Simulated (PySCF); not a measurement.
**Telling isomers of C$_{4}$H$_{10}$N$_{2}$OSi$_{2}$ apart by NMR**

PySCF calculation with shielding tensors at PBE0/pcSseg-1 (GIAO) and PBE0-D3(BJ)/def2-SVP structure; one computed conformer, rapidly exchanging positions averaged, gas phase, relativity neglected.

Scale: TMS for ¹H, ¹³C (reference shieldings calculated alike). Where no couplings were computed, multiplicities follow the n + 1 count of equivalent neighbours, and m marks all less simple cases (inequivalent or close neighbours, rings, F or P nearby). Shifts are as computed. Against solution values, carbons near 30 ppm lie about +2 ppm off and those near 130 ppm about +5 ppm. Of 1211 compounds with measured shifts, 218 miss one by over three times the rms of a fit or turn the order of signals round; such compounds aren't used in these exercises. OH and NH positions are gas-phase values without hydrogen bonding to other molecules.

(1) Tabulate the signals of `Cc1cc(N([SiH3])[SiH3])on1`, `N[Si@H](O[SiH3])n1cccc1` and their relative energies.

(2) What is the quickest way to tell Cc1cc(N([SiH3])[SiH3])on1 from N[Si@H](O[SiH3])n1cccc1?

Results:

(1) 
| SMILES | carbon types | δC | δH | E rel. (kcal/mol) |
| --- | --- | --- | --- | --- |
| Cc1cc(N([SiH3])[SiH3])on1 | 2×C 1×CH 1×CH3 | 174.4, 164.7, 85.1, 13.9 | 5.17 (s, 1H), 4.83 (s, 6H), 2.24 (s, 3H) | 90.0 |
| N[Si@H](O[SiH3])n1cccc1 | 4×CH | 126.9, 118.0 | 6.93 (m, 2H), 6.52 (m, 2H), 5.07 (s, 3H), 4.94 (s, 1H), 1.26 (br s, 2H) | 0.0 |

Energies are electronic energies at PBE0/pcSseg-1 on these geometries, without zero-point or thermal terms, each for the one conformer computed, which needn't be the lowest.

(2) Count the carbon signals: 4 against 2. The first has an aromatic carbon bearing nitrogen (C) at 174.4 ppm, the second an aromatic CH next to a ring nitrogen at 126.9 ppm. In the proton spectra the most deshielded non-exchanging signals are 5.17 (s, 1H) and 6.93 (m, 2H).
